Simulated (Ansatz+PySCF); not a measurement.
## singlet CH₃I: levels of theory in one basis

```xyz
5

C     0.0314   -0.0365   -1.8278
I     0.0177    0.0257    0.3662
H     0.0032   -1.0842   -2.1782
H    -0.8766    0.5444   -2.1158
H     0.9017    0.5638   -2.1775
```

Basis set: def2-SVP (spherical functions, with the set's core potentials past Kr). Left uncorrelated: 5 orbitals. Charge 0, multiplicity 1.

Computed with Ansatz (development build ahead of 0.2.0); each method stands on the lowest determinant of its kind that the runs found. NEVPT2 correlates all electrons outside the core potentials. Active spaces start from the frontier orbitals, and the lowest solution found is given.

```tsv
method	E − E(RHF) (eV)	<S²> of the determinant
RHF	0.00	0.00
RHF-MP2	-7.36	–
RHF-CCSD	-8.05	–
CASSCF(2,2)	-0.54	–
SC-NEVPT2(2,2)	-7.87	–
```

(1) What does RHF-CCSD(T) give on the same scale?

(2) Is a single determinant a sound starting point here?

## Answers

(1) -8.26 eV.

(2) By this sign, yes. Unrestricted orbitals gain 0.00 eV and <S²> is 0.00 against 0.00 for a pure state. The CASSCF(2,2) natural occupations are 1.95, 0.05.

Caution for CASSCF(2,2), SC-NEVPT2(2,2): other starts end on other solutions of this active space.
